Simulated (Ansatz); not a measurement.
Input file for Ansatz (a program for electronic structure): R-CCSD(T)/aug-cc-pV(T+d)Z on HCl (SMILES Cl). Files ending in .json are basis or fitting sets from the Basis Set Exchange.

Ansatz 0.2 input:
```yaml
crystal:
  periodic: [false, false, false]
  atoms:
    - {symbol: Cl, position_ang: [0.24084967, 0.21108879, 0.53839579]}
    - {symbol: H, position_ang: [0.54917045, 0.09146556, 1.79286712]}
basis:
  gaussian:
    orbitals: aug-cc-pV_T+d_Z.json
magnetization: {spin_polarized: false}
correlation: {method: ccsd_t, electrons: outside_noble_gas}
scf: {lower_state_search: off}
```

The head of its log:

```
WARN ansatz: RAYON_NUM_THREADS=2 ignored (pool sized by the plan → 2); use --threads N
Functional definition: HF
these checks for a lower state are left out or cut short: stability, starts, cluster_reference, orbital_swaps, neighbouring_geometries, increment
integrals: 0.05 GiB planned
446 factors; integrals over basis functions are off by at most 2.0e-3 eV
mean field: 0.10 GiB planned
mean field evaluation 1: about -12519.7691 eV, gradient 1.0e1 eV
mean field evaluation 2: about -12519.7697 eV, gradient 1.0e1 eV
mean field evaluation 4: about -12520.1695 eV, gradient 1.1e0 eV
mean field evaluation 8: about -12520.1783 eV, gradient 2.2e-5 eV
mean field -12520.17830858 eV, -460.1080663587 hartree, gradient 1.5e-6 eV, S^2 0.000000; 0 other end points of the search recorded, 0 dependent functions left out
5 core orbitals not correlated
reference -12520.17830858 eV, -460.1080663587 hartree; 4, 4 occupied and 69, 69 virtual orbitals, 446 factors
```

Task: Predict the final total energy.

Result: -460.3455 hartree (reference determinant -460.1081, T1 diagnostic 0.006).
